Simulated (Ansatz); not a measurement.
Job for Ansatz (a quantum-chemistry and plane-wave program): R-wB97M-V/def2-TZVPPD on HCl (SMILES Cl). Files ending in .json are basis or fitting sets from the Basis Set Exchange.

Ansatz 0.2 input:
```yaml
crystal:
  periodic: [false, false, false]
  atoms:
    - {symbol: Cl, position_ang: [-0.06853986, -0.33803311, -0.32481316]}
    - {symbol: H, position_ang: [-0.67544480, -1.32229006, 0.22906320]}
basis:
  gaussian:
    orbitals: def2-TZVPPD.json
hamiltonian:
  xc: {name: wB97M-V}
scf: {lower_state_search: off}
```

The log:

```
Functional definition: wB97M-V
[...]
these checks for a lower state are left out or cut short: stability, starts, cluster_reference, orbital_swaps, neighbouring_geometries, increment
integrals: 0.01 GiB planned
386 factors; their error is unknown
integrals: 0.05 GiB planned
85 factors; integrals over basis functions are off by at most 5.7e-5 eV
mean field: 0.16 GiB planned
mean field evaluation 1: about -12538.4485 eV, gradient 9.9e0 eV
mean field evaluation 2: about -12538.6766 eV, gradient 6.9e0 eV
mean field evaluation 4: about -12538.7604 eV, gradient 1.6e-1 eV
mean field evaluation 8: about -12538.7801 eV, gradient 2.4e-2 eV
mean field evaluation 16: about -12538.7801 eV, gradient 1.8e-6 eV
mean field -12538.78014626 eV, -460.7916712844 hartree, gradient 1.8e-6 eV, S^2 0.000000; 0 other end points of the search recorded, 0 dependent functions left out
reference -12538.78020479 eV, -460.7916734357 hartree; 9, 9 occupied and 59, 59 virtual orbitals, 386 factors
Total energy: -12538.78020479 eV, -460.7916734357 hartree
Checks for a lower state left out: stability, starts, cluster_reference, orbital_swaps, neighbouring_geometries, increment
```

The calculation finished and met its thresholds.

Cost: around 0.6 core-seconds (rough).
